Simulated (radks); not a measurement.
Results of a calculation; reference values are marked as such.
How relativity changes the ionisation of neutral platinum ([Xe] 4f14 5d9 6s1) to Pt+ ([Xe] 4f14 5d9). Spin-unpolarised spherical Kohn-Sham, PBE, point nucleus unless stated (finite: rms radius 5.427 fm), a radial shooting solver on a logarithmic mesh with Libxc functionals. A level marked "c x" has the speed of light scaled by that factor and shares open shells by 2j + 1; other Dirac levels either fill j = l - 1/2 first or share by 2j + 1.

level                               E(Pt) (hartree)  E(Pt+) (hartree)  IE (eV)   HOMO  <r> HOMO (bohr)
non-rel.                                -17334.7942       -17334.5296    7.200     6s            3.424
scalar-rel.                             -18413.5159       -18413.1780    9.194     6s            2.933
scalar-rel., finite nucleus             -18409.6796       -18409.3420    9.188     6s            2.934
Dirac, 2j+1 shares                      -18446.7584       -18446.4199    9.211  5d5/2            1.738
Dirac, low j first                      -18446.7779       -18446.4400    9.193  5d5/2            1.741
Dirac, 2j+1 shares, finite nucleus      -18442.8799       -18442.5416    9.204  5d5/2            1.738
Dirac, c x 0.85                         -19007.3435       -19006.9599   10.437  5d5/2            1.778
Dirac, c x 1.5                          -17781.0344       -17780.7426    7.939  6s1/2            3.213
Dirac, c x 3                            -17440.5274       -17440.2567    7.367  6s1/2            3.372

NIST Atomic Spectra Database: 8.959 eV (measured). The relativistic part of the total energy of Pt is -1108 hartree (Dirac, 2j+1 shares, finite nucleus), 6.4 % of the non-relativistic value. Spin polarisation and multiplet splitting of open shells are left out at every level.

Beside tabulated values, note that relativity, absent from the non-relativistic runs, is large for the heavy elements, and spin-unpolarised runs miss the spin-polarisation part of the exchange energy of open shells.
